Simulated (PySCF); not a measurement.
PBEsol on Sr- (strontium, charge -1), [Kr] 4d1 5s2, 2D determinant. Calculation: PySCF 2.14, in x2c-TZVPPall with one added diffuse shell each of s, p, d, f type (9s7p7d3f1g, 95 functions); the spin-free X2C one-electron Hamiltonian (Gaussian nucleus).

```
cycle= 1 E= -3176.86968744344  delta_E= -0.0043  |g|= 0.099  |ddm|= 0.795
cycle= 2 E= -3176.88157106597  delta_E= -0.0119  |g|= 0.0503  |ddm|= 1.09
cycle= 3 E= -3176.88096344175  delta_E= 0.000608  |g|= 0.0312  |ddm|= 0.374
cycle= 4 E= -3176.88291170741  delta_E= -0.00195  |g|= 0.00649  |ddm|= 0.285
cycle= 5 E= -3176.88303729219  delta_E= -0.000126  |g|= 0.00224  |ddm|= 0.0839
cycle= 6 E= -3176.88304549819  delta_E= -8.21e-06  |g|= 0.00232  |ddm|= 0.0426
cycle= 7 E= -3176.88306274764  delta_E= -1.72e-05  |g|= 0.000168  |ddm|= 0.0195
cycle= 8 E= -3176.88306303841  delta_E= -2.91e-07  |g|= 4.6e-05  |ddm|= 0.0023
cycle= 9 E= -3176.88306304559  delta_E= -7.17e-09  |g|= 2.34e-06  |ddm|= 0.000459
cycle= 10 E= -3176.88306304561  delta_E= -2.18e-11  |g|= 5.06e-07  |ddm|= 3.42e-05
converged SCF energy = -3176.88306304561  <S^2> = 0.75549985  2S+1 = 2.0054923
```

Highest occupied orbital energy: 1.302 eV; ⟨L²⟩ = 6.02; populations by l: s 10.00, p 18.00, d 11.00, f 0.00.

Problem. Can this result be used?

Solution. With care. The run converged. The configuration of this anion was assumed by filling the next shell in order. It is not the known or likely ground configuration (Ca⁻, Sr⁻ and Ba⁻, for instance, bind a p electron), so these values are not the electron affinity of the element. At PBEsol the highest occupied level has a positive energy, so only the finite basis holds that electron.
